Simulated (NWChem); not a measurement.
Program: NWChem. System: F3Si, charge 0, spin multiplicity 2, at a geometry optimised with UPBE/def2-SVP. The structure started from a generated list of species. Its SCF solution wasn't tested for a lower state. Level: URI-MP2/cc-pVTZ, 8 core orbitals frozen.

Job file:

```
start mol
memory heap 200 mb stack 900 mb global 1100 mb
geometry units angstroms nocenter noautoz
  F      0.758420    -0.201307     1.314369
  Si     0.000827     0.385081     0.000000
  F      0.758420    -0.201307    -1.314369
  F     -1.518127    -0.196401     0.000000
  symmetry group Cs
end
basis spherical
  * library cc-pvtz
end
basis "ri-mp2 basis" spherical
  * library cc-pvtz-ri
end
scf
  uhf
  nopen 1
  maxiter 100
  thresh 1e-7
  semidirect memsize 60000000 filesize 0
  # guess.movecs holds the orbitals of an unrestricted PBE0 run
  vectors input guess.movecs output mol.movecs
end
mp2
  freeze core 8
end
task rimp2 energy
```

Output (cleaned and shortened):

```
             Northwest Computational Chemistry Package (NWChem) 7.3.0
             --------------------------------------------------------

                                NWChem Input Module
                                -------------------

 Scaling coordinates for geometry "geometry" by  1.889725989
 (inverse scale =  0.529177249)

 Turning off AUTOSYM since
 SYMMETRY directive was detected!

                             Geometry "geometry" -> ""
                             -------------------------

 Output coordinates in angstroms (scale by  1.889725989 to convert to a.u.)

  No.       Tag          Charge          X              Y              Z
 ---- ---------------- ---------- -------------- -------------- --------------
    1 F                    9.0000     0.75842000    -0.20130700     1.31436900
    2 Si                  14.0000     0.00082700     0.38508100     0.00000000
    3 F                    9.0000     0.75842000    -0.20130700    -1.31436900
    4 F                    9.0000    -1.51812700    -0.19640100     0.00000000

 Effective nuclear repulsion energy (a.u.)     171.9016824100

            Nuclear Dipole moment (a.u.)
            ----------------------------
        X                 Y               Z
 ---------------- ---------------- ----------------
    -0.0000094486    -0.0000018897     0.0000000000

      Symmetry information
      --------------------

 Group name             Cs
 Group number              2
 Group order               2
 No. of unique centers     3

      Symmetry unique atoms

     1    2    4


 Summary of "ao basis" -> "" (spherical)
 ------------------------------------------------------------------------------
       Tag                 Description            Shells   Functions and Types
 ---------------- ------------------------------  ------  ---------------------
 *                          cc-pvtz                   on all atoms

 Summary of "ri-mp2 basis" -> "" (spherical)
 ------------------------------------------------------------------------------
       Tag                 Description            Shells   Functions and Types
 ---------------- ------------------------------  ------  ---------------------
 *                         cc-pvtz-ri                 on all atoms

 Summary of "ao basis" -> "ao basis" (spherical)
 ------------------------------------------------------------------------------
       Tag                 Description            Shells   Functions and Types
 ---------------- ------------------------------  ------  ---------------------
 F                          cc-pvtz                 10       30   4s3p2d1f
 Si                         cc-pvtz                 12       34   5s4p2d1f

                                 NWChem SCF Module
                                 -----------------

  ao basis        = "ao basis"
  functions       =   124
  atoms           =     4
  alpha electrons =    21
  beta  electrons =    20
  charge          =   0.00
  wavefunction    = UHF
  use symmetry    = T
  symmetry adapt  = T

 Summary of "ao basis" -> "ao basis" (spherical)
 ------------------------------------------------------------------------------
       Tag                 Description            Shells   Functions and Types
 ---------------- ------------------------------  ------  ---------------------
 F                          cc-pvtz                 10       30   4s3p2d1f
 Si                         cc-pvtz                 12       34   5s4p2d1f

      Symmetry analysis of basis
      --------------------------

        a'         73
        a"         51

 Forming initial guess at       0.1s

   Symmetry analysis of molecular orbitals - initial alpha
   -------------------------------------------------------

  Numbering of irreducible representations:

     1 a'          2 a"

  Orbital symmetries:

     1 a'          2 a"          3 a'          4 a'          5 a'
     6 a'          7 a"          8 a'          9 a'         10 a"
    11 a'         12 a'         13 a"         14 a'         15 a'
    16 a'         17 a"         18 a"         19 a'         20 a"
    21 a'         22 a"         23 a'         24 a'         25 a'
    26 a'         27 a"         28 a'         29 a'         30 a'
    31 a"

   Symmetry analysis of molecular orbitals - initial beta
   ------------------------------------------------------

  Numbering of irreducible representations:

     1 a'          2 a"

  Orbital symmetries:

     1 a'          2 a"          3 a'          4 a'          5 a'
     6 a"          7 a'          8 a'          9 a'         10 a"
    11 a'         12 a'         13 a"         14 a'         15 a'
    16 a'         17 a"         18 a"         19 a'         20 a"
    21 a'         22 a'         23 a"         24 a'         25 a'
    26 a'         27 a"         28 a'         29 a'         30 a"
    31 a'

 Starting SCF solution at       0.1s

 ----------------------------------------------
         Quadratically convergent UHF

 Convergence threshold     :          1.000E-07
 Maximum no. of iterations :          100
 Integral*density screening:          1.000E-09
 ----------------------------------------------

              iter       energy          gnorm     gmax       time
             ----- ------------------- --------- --------- --------
                 1     -587.5041914756  7.02D-01  1.14D-01      1.8
                 2     -587.5317515622  1.11D-01  2.14D-02      1.9
                 3     -587.5333869463  1.06D-02  4.09D-03      2.2
                 4     -587.5334279382  8.16D-05  1.45D-05      2.8
                 5     -587.5334279402  6.86D-09  1.35D-09      3.9
[...]
     6      0.205048  1 F  py                70     -0.205048  3 F  py
    12      0.192235  1 F  py                76     -0.192235  3 F  py
    10      0.184888  1 F  pz                74      0.184888  3 F  pz
     7      0.150211  1 F  pz                71      0.150211  3 F  pz

 Vector   20  Occ=1.000000D+00  E=-6.540624D-01  Symmetry=a"
              MO Center= -3.3D-04, -1.9D-01,  2.0D-13, r^2= 2.7D+00
   Bfn.  Coefficient  Atom+Function         Bfn.  Coefficient  Atom+Function
  ----- ------------  ---------------      ----- ------------  ---------------
   104      0.274976  4 F  pz                 8      0.238150  1 F  px
    72     -0.238150  3 F  px               101      0.221631  4 F  pz
   107      0.205044  4 F  pz                 5      0.191949  1 F  px
    69     -0.191949  3 F  px                11      0.177584  1 F  px
    75     -0.177584  3 F  px

 Vector   21  Occ=0.000000D+00  E= 1.452285D-02  Symmetry=a'
              MO Center=  2.5D-03,  1.2D+00,  7.5D-14, r^2= 2.2D+00
   Bfn.  Coefficient  Atom+Function         Bfn.  Coefficient  Atom+Function
  ----- ------------  ---------------      ----- ------------  ---------------
    35      0.869629  2 Si s                 46      0.359121  2 Si py
    33      0.205840  2 Si s                 40      0.187646  2 Si py
     4     -0.166179  1 F  s                 68     -0.166179  3 F  s
    98     -0.166180  4 F  s

 Vector   22  Occ=0.000000D+00  E= 1.801973D-01  Symmetry=a"
              MO Center= -2.0D-01,  7.6D-01,  9.3D-10, r^2= 4.5D+00
   Bfn.  Coefficient  Atom+Function         Bfn.  Coefficient  Atom+Function
  ----- ------------  ---------------      ----- ------------  ---------------
    47      1.220698  2 Si pz                 4     -0.339918  1 F  s
    68      0.339918  3 F  s                107     -0.188675  4 F  pz

 Vector   23  Occ=0.000000D+00  E= 1.801976D-01  Symmetry=a'
              MO Center=  2.0D-01,  7.6D-01, -9.3D-10, r^2= 4.5D+00
   Bfn.  Coefficient  Atom+Function         Bfn.  Coefficient  Atom+Function
  ----- ------------  ---------------      ----- ------------  ---------------
    45      1.220698  2 Si px                98      0.392510  4 F  s
     4     -0.196249  1 F  s                 68     -0.196249  3 F  s

 center of mass
 --------------
 x =  -0.00002922 y =  -0.01349801 z =   0.00000000

 moments of inertia (a.u.)
 ------------------
         257.326961365164           0.455940725019           0.000000000000
           0.455940725019         468.822114251593           0.000000000000
           0.000000000000           0.000000000000         257.325648620551

  Mulliken analysis of the total density
  --------------------------------------

    Atom       Charge   Shell Charges
 -----------   ------   -------------------------------------------------------
    1 F    9     9.35   1.95  1.07  0.26  0.62  1.54  2.50  1.41  0.00  0.01  0.00
    2 Si  14    12.94   2.00  1.93  0.70  0.14  0.20  5.50  0.99  0.56  0.17  0.24  0.32  0.17
    3 F    9     9.35   1.95  1.07  0.26  0.62  1.54  2.50  1.41  0.00  0.01  0.00
    4 F    9     9.35   1.95  1.07  0.26  0.62  1.54  2.50  1.41  0.00  0.01  0.00

  Mulliken analysis of the alpha density
  --------------------------------------

    Atom       Charge   Shell Charges
 -----------   ------   -------------------------------------------------------
    1 F    9     4.70   0.97  0.54  0.13  0.31  0.78  1.26  0.70  0.00  0.00  0.00
    2 Si  14     6.91   1.00  0.97  0.46  0.08  0.20  2.75  0.64  0.29  0.13  0.14  0.17  0.08
    3 F    9     4.70   0.97  0.54  0.13  0.31  0.78  1.26  0.70  0.00  0.00  0.00
    4 F    9     4.70   0.97  0.54  0.13  0.31  0.78  1.26  0.70  0.00  0.00  0.00

   Mulliken analysis of the beta density
   -------------------------------------

    Atom       Charge   Shell Charges
 -----------   ------   -------------------------------------------------------
    1 F    9     4.66   0.97  0.53  0.13  0.31  0.76  1.23  0.71  0.00  0.00  0.00
    2 Si  14     6.03   1.00  0.96  0.24  0.06  0.00  2.75  0.35  0.28  0.04  0.11  0.15  0.08
    3 F    9     4.66   0.97  0.53  0.13  0.31  0.76  1.23  0.71  0.00  0.00  0.00
    4 F    9     4.66   0.97  0.53  0.13  0.31  0.76  1.23  0.71  0.00  0.00  0.00

   Mulliken analysis of the spin density
   -------------------------------------

    Atom       Charge   Shell Charges
 -----------   ------   -------------------------------------------------------
    1 F    9     0.04  -0.00  0.00  0.00 -0.00  0.02  0.03 -0.02  0.00 -0.00  0.00
    2 Si  14     0.89   0.00  0.00  0.22  0.02  0.19  0.00  0.29  0.01  0.09  0.03  0.02  0.00
    3 F    9     0.04  -0.00  0.00  0.00 -0.00  0.02  0.03 -0.02  0.00 -0.00  0.00
    4 F    9     0.04  -0.00  0.00  0.00 -0.00  0.02  0.03 -0.02  0.00 -0.00  0.00

       Multipole analysis of the density wrt the origin
       ------------------------------------------------

     L   x y z        total         alpha         beta         nuclear
     -   - - -        -----         -----         ----         -------
     0   0 0 0      0.000000    -21.000000    -20.000000     41.000000

     1   1 0 0      0.001433     -0.001531      0.002973     -0.000009
     1   0 1 0      0.672686     -0.709627      1.382315     -0.000002
     1   0 0 1     -0.000000     -0.000000     -0.000000      0.000000

     2   2 0 0    -21.792587    -67.274300    -65.564146    111.045859
     2   1 1 0      0.007000      0.106320      0.115805     -0.215125
     2   1 0 1     -0.000000     -0.000000      0.000000      0.000000
     2   0 2 0    -18.545448    -17.960815    -11.842859     11.258225
     2   0 1 1      0.000000      0.000000      0.000000      0.000000
     2   0 0 2    -21.792632    -67.274626    -65.564485    111.046479

                               NWChem RI-MP2 Module
                               --------------------

 Summary of "ri-mp2 basis" -> "ri-mp2 basis" (spherical)
 ------------------------------------------------------------------------------
       Tag                 Description            Shells   Functions and Types
 ---------------- ------------------------------  ------  ---------------------
 F                         cc-pvtz-ri               23       81   8s6p5d3f1g
 Si                        cc-pvtz-ri               32      122   10s8p7d5f2g

 SCF Reference Information:
            File: './mol.movecs'
           Title: ''
    Size (AOxMO):    124 x (    124,    124)
       Total Occ:                21.00,  20.00
 RI-MP2 Calculation Information:
          Nr. of AO basis functions:        124
     Nr. of fitting basis functions:        365
               Nr. of MO spin cases:          2
        Nr. of MOs to be correlated:        116        116
     Nr. of occupied MOs correlated:         13         12
      Nr. of virtual MOs correlated:        103        104

          RI integral approximation: 'V'
    Threshold for Schwarz screening:  1.000E-09
 Smallest eigenvalue retained in fit  1.000E-08
    Type of storage for MO integrals 'EAF library'

 Transformation block size   13, requiring     1 integral passes.
 XForm_3cInts: Completed     1:   13 pass.
 Transformation block size   12, requiring     1 integral passes.
 XForm_3cInts: Completed     1:   12 pass.
 Energy evaluation using block sizes    13   13
 RIMP2_V_E2: Approx. ints. done (    1:   13,    1:   13)
 RIMP2_V_E2: Copy to B done (    1:   13,    1:   13)
 RIMP2_V_E2: Denominators done (    1:   13,    1:   13)
 RIMP2_V_E2: Completed block (    1:   13,    1:   13)
 RIMP2_V_E2: Approx. ints. done (    1:   13,    1:   12)
 RIMP2_V_E2: Copy to B done (    1:   13,    1:   12)
 RIMP2_V_E2: Denominators done (    1:   13,    1:   12)
 RIMP2_V_E2: Completed block (    1:   13,    1:   12)
 RIMP2_V_E2: Approx. ints. done (    1:   12,    1:   12)
 RIMP2_V_E2: Copy to B done (    1:   12,    1:   12)
 RIMP2_V_E2: Denominators done (    1:   12,    1:   12)
 RIMP2_V_E2: Completed block (    1:   12,    1:   12)

          -------------------------------------------
          SCF energy                -587.533427940219
          Correlation energy          -0.848262327175
          Total MP2 energy          -588.381690267394
          -------------------------------------------

 -----------------------
 Performance information
 -----------------------

 Timer overhead =  9.59D-08 seconds/call

               Nr. of calls         CPU time (s)                 Wall time (s)                GFlops
             ---------------    -------------------     ------------------------------   -------------------
Name         Min   Avg   Max    Min     Avg     Max     Min     Avg     Max   Mx/calls   Min     Max     Sum
Overall       1     1     1    5.8     5.8     5.8      5.8     5.8     5.8     5.8      0.0     0.0     0.0
3c integr     2     2     2    1.4     1.4     1.4      1.4     1.4     1.4    0.72      0.0     0.0     0.0
Energy        1     1     1   0.35    0.35    0.35     0.35    0.35    0.35    0.35      0.0     0.0     0.0
3c integr     2     2     2    1.4     1.4     1.4      1.4     1.4     1.4    0.70      0.0     0.0     0.0
First 2/3     6     6     6   1.94E-2 1.94E-2 1.94E-2  1.94E-2 1.94E-2 1.94E-2 3.24E-3   0.0     0.0     0.0
Final 1/3     2     2     2   1.67E-2 1.67E-2 1.67E-2  1.67E-2 1.67E-2 1.67E-2 8.34E-3   0.0     0.0     0.0
Write 3c      2     2     2   1.54E-3 1.54E-3 1.54E-3  1.54E-3 1.54E-3 1.54E-3 7.71E-4   0.0     0.0     0.0
Read 3c i     3     3     3   2.16E-3 2.16E-3 2.16E-3  2.16E-3 2.16E-3 2.16E-3 7.21E-4   0.0     0.0     0.0
Fitting b     1     1     1   7.31E-2 7.31E-2 7.31E-2  7.31E-2 7.31E-2 7.31E-2 7.31E-2   0.0     0.0     0.0
Schwarz i     1     1     1   2.73E-2 2.73E-2 2.73E-2  2.73E-2 2.73E-2 2.73E-2 2.73E-2   0.0     0.0     0.0
Form 4ci      3     3     3   7.84E-2 7.84E-2 7.84E-2  7.84E-2 7.84E-2 7.84E-2 2.61E-2   0.0     0.0     0.0
Form A &      3     3     3   0.25    0.25    0.25     0.25    0.25    0.25    8.31E-2   0.0     0.0     0.0
Denominat     3     3     3   2.91E-3 2.91E-3 2.91E-3  2.91E-3 2.91E-3 2.91E-3 9.69E-4   0.0     0.0     0.0
Pair Ener     3     3     3   1.37E-2 1.37E-2 1.37E-2  1.37E-2 1.37E-2 1.37E-2 4.57E-3   0.0     0.0     0.0

 The average no. of pstat calls per process was 3.30D+01
 with a timing overhead of 3.16D-06s

 Task  times  cpu:        5.8s     wall:        5.8s

 Total times  cpu:        5.8s     wall:        5.8s
```
